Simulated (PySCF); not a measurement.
Below is a simulated gas-phase C 1s photoelectron spectrum of `CC[O][GeH3]`.

Every computed line was given a Gaussian of 0.5 eV full width at half maximum and an area set by the number of equivalent atoms; the highest printed point is 100. Theory: delta-SCF UKS SCAN, pcX-2 on the ionised atom, pcseg-1 elsewhere, spin-free X2C (PySCF).

(binding energy (eV), intensity): (289.9, 1), (290.0, 3), (290.1, 9), (290.2, 22), (290.3, 45), (290.4, 73), (290.5, 96), (290.6, 100), (290.7, 84), (290.8, 56), (290.9, 30), (291.0, 13), (291.1, 4), (291.2, 1), (291.3, 0), (291.4, 1), (291.5, 3), (291.6, 9), (291.7, 22), (291.8, 45), (291.9, 73), (292.0, 96), (292.1, 100), (292.2, 84), (292.3, 56), (292.4, 30), (292.5, 13), (292.6, 4), (292.7, 1), (292.8, 0)

Problem. Count the maxima, the lines and the sites behind this envelope.

Solution. The curve has 2 maxima (at 290.6 and 292.1 eV). Under it lie 2 lines from 2 inequivalent carbon sites.

Problem. Decompose the envelope and assign each component. Numbering: `[CH3:1][CH2:2][O:3][GeH3:4]`.

Solution. 
```tsv
position (eV)	relative area	line	atoms	environment
290.57	1	C 1s	C1	methyl carbon
292.07	1	C 1s	C2	sp3 carbon bound to oxygen
```

Problem. Above which line width would these two lines show one maximum?

Solution. Two equal Gaussians merge once their distance is under 2σ = FWHM/1.177. With 1.50 eV between them that is a full width over 1.77 eV.

The listed C 1s values span 1.50 eV, from C1 (bonded to C and 3 H) to C2 (bonded to O, C and 2 H). Summing the Pauling electronegativity differences to the bonded atoms, each weighted by its formal bond order, gives -1.05 for the lowest site and +0.19 for the highest.

Shake-up satellites, vibrational structure and lifetime widths aren't simulated. Geometry: PBE0-D3(BJ)/def2-SVP, one conformer, isolated molecule.

Shape of the structure used: `[CH3:1][CH2:2][O:3][GeH3:4]`: C1–C2–O3–Ge4 -176°.
